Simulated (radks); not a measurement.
The numbers below are computed, except where a source is named.
Q: All-electron atom: Hg+ in [Xe] 4f14 5d10 6s1. Code: a radial shooting solver on a logarithmic mesh with Libxc functionals. Model: scalar-relativistic Kohn-Sham, TASK exchange with Perdew-Wang LDA correlation, spin-polarised, spherical densities, finite nucleus; open shells are filled with parallel spins first (spin-orbit coupling, left out, can overturn this in heavy ions); meta-GGA in the generalised Kohn-Sham scheme; Fermi nuclear charge, rms radius 5.4648 fm. Some entries of the table are withheld. Estimate them.

orbital  occ.  eigenvalue (hartree)  r(max) (bohr)  <1/r> (bohr^-1)
1s up       1             -3059.585        0.01023            97.50
1s down     1             -3059.583        0.01023            97.50
2s down     1             -543.9030        0.05917            22.89
2s up       1             -543.9026        0.05917            22.89
2p down     3             -469.1775        0.04906            20.28
2p up       3             -469.1773        0.04906            20.28
3s up       1             -129.7963         0.1668            8.491
3s down     1             -129.7961         0.1668            8.491
3p up       3             -108.1353         0.1664            7.724
3p down     3             -108.1350         0.1664            7.724
3d down     5             -85.23042         0.1355            7.256
3d up       5             -85.23041         0.1355            7.256
4s up       1             -29.05578         0.3761            3.643
4s down     1             -29.05497         0.3761            3.643
4p up       3             -21.91669         0.3961            3.286
4p down     3             -21.91563         0.3961            3.286
4d up       5             -13.39236         0.4030            2.948
4d down     5             -13.39122         0.4030            2.948
5s down     1              -4.83149         0.8298            1.503
5s up       1              -4.83101         0.8294            1.503
4f up       7              -3.91508         0.3669            2.535
4f down     7              -3.91427         0.3669            2.535
5p down     3              -2.88835         0.9299              (1)
5p up       3              -2.88751         0.9296              (2)
5d up       5              -0.71861          1.160           0.8992
5d down     5              -0.70011          1.154           0.9195
6s up       1              -0.58350          2.118           0.5279

A: 
(1) 5p down <1/r> (bohr^-1): 1.278
(2) 5p up <1/r> (bohr^-1): 1.276
